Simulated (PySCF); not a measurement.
Job file and geometry (Å, from GFN2-xTB) of an NMR shielding run on `C=CCC1=CBC=CB1`, C$_{7}$H$_{10}$B$_{2}$, PySCF, GIAO PBE0/pcSseg-1 NMR shielding, non-relativistic, gas phase; density fitting, a coarse starting grid and PySCF grid level 2 are the driver's defaults:

```
$ OMP_NUM_THREADS=1 python probes_run.py task.json out

{"job": {"kind": "nmr", "xc": "PBE0", "basis": "pcSseg-1"}, "charge": 0, "multiplicity": 1}
C      3.103658    -1.106616    -0.070349
C      2.259636    -0.092599    -0.078605
C      1.278847     0.201488     1.015294
C     -0.122542     0.210192     0.456100
C     -1.035024    -0.697469     0.869043
B     -2.399176    -0.829956     0.159888
C     -2.829040     0.288561    -0.828828
C     -1.929223     1.199553    -1.250018
B     -0.579464     1.347775    -0.507729
H      3.786648    -1.289611    -0.882621
H      3.152391    -1.796955     0.756177
H      2.222093     0.586273    -0.920951
H      1.381861    -0.533613     1.817020
H      1.495901     1.195384     1.420977
H     -0.733288    -1.411714     1.632308
H     -3.016039    -1.824791     0.235828
H     -3.819857     0.289298    -1.275879
H     -2.220585     1.902623    -2.026363
H     -0.006601     2.371428    -0.528753
```

Problem. What does the program print?

Solution. 
```
coarse grid: 15976 points
cycle   1  E = -321.8312793553  dE =  1.113e+00  |g| = 4.289e-01  |ddm| = 3.913e+00
cycle   2  E = -321.8344508541  dE = -3.171e-03  |g| = 4.330e-01  |ddm| = 8.362e-01
cycle   3  E = -321.8840642741  dE = -4.961e-02  |g| = 6.753e-02  |ddm| = 4.521e-01
cycle   4  E = -321.8845427694  dE = -4.785e-04  |g| = 5.385e-02  |ddm| = 1.079e-01
cycle   5  E = -321.8853380317  dE = -7.953e-04  |g| = 8.874e-03  |ddm| = 5.310e-02
cycle   6  E = -321.8853579378  dE = -1.991e-05  |g| = 2.499e-03  |ddm| = 9.940e-03
cycle   7  E = -321.8853593361  dE = -1.398e-06  |g| = 9.602e-04  |ddm| = 2.551e-03
final grid: 154592 points
cycle   8  E = -321.9356177381  dE = -4.807e-05  |g| = 8.509e-03  |ddm| = 4.242e-02
cycle   9  E = -321.9356132482  dE =  4.490e-06  |g| = 9.560e-03  |ddm| = 1.751e-02
cycle  10  E = -321.9356374746  dE = -2.423e-05  |g| = 1.602e-03  |ddm| = 9.586e-03
cycle  11  E = -321.9356381035  dE = -6.289e-07  |g| = 3.437e-04  |ddm| = 1.507e-03
cycle  12  E = -321.9356381296  dE = -2.615e-08  |g| = 1.259e-04  |ddm| = 3.816e-04
cycle  13  E = -321.9356381332  dE = -3.591e-09  |g| = 5.741e-05  |ddm| = 1.577e-04
cycle  14  E = -321.9356381341  dE = -9.087e-10  |g| = 1.283e-05  |ddm| = 5.727e-05
converged SCF energy = -321.9356381341

GIAO shielding tensors (ppm)
atom      isotropic    diamagn.    paramagn.     s11        s22        s33       span
  0 C       66.605     252.310    -185.705    -43.014     83.949    158.880    201.894
  1 C       42.795     258.181    -215.385    -80.201     49.837    158.750    238.952
  2 C      129.174     246.179    -117.006    116.167    125.067    146.286     30.119
  3 C       -1.122     261.585    -262.707   -117.918    -40.080    154.631    272.549
  4 C       23.534     254.978    -231.444    -87.077     15.347    142.331    229.408
  5 B       36.293     193.341    -157.048    -15.062     -1.500    125.442    140.505
  6 C       13.542     257.545    -244.003   -111.178    -11.371    163.175    274.353
  7 C       15.145     257.416    -242.271   -109.060     -4.168    158.664    267.724
  8 B       32.751     192.773    -160.022    -21.629     -2.673    122.554    144.183
  9 H       26.481      28.747      -2.266     23.816     25.445     30.181      6.364
 10 H       26.286      30.975      -4.689     23.357     25.764     29.737      6.379
 11 H       25.563      32.416      -6.853     23.273     24.808     28.609      5.336
 12 H       28.926      33.303      -4.377     26.928     29.101     30.750      3.822
 13 H       28.116      30.108      -1.992     26.038     26.144     32.165      6.127
 14 H       24.568      33.846      -9.278     18.791     26.173     28.740      9.950
 15 H       25.268      30.428      -5.160     20.070     27.189     28.547      8.477
 16 H       24.067      29.068      -5.002     19.020     25.307     27.873      8.852
 17 H       24.060      29.765      -5.706     18.934     25.525     27.721      8.787
 18 H       24.936      31.161      -6.225     18.408     27.706     28.694     10.287
```

Size and cost of the density-fitted run: 203 basis functions, 74 s wall time on 1 thread of an Arm Neoverse N1, shared host; peak memory 0.84 GiB.
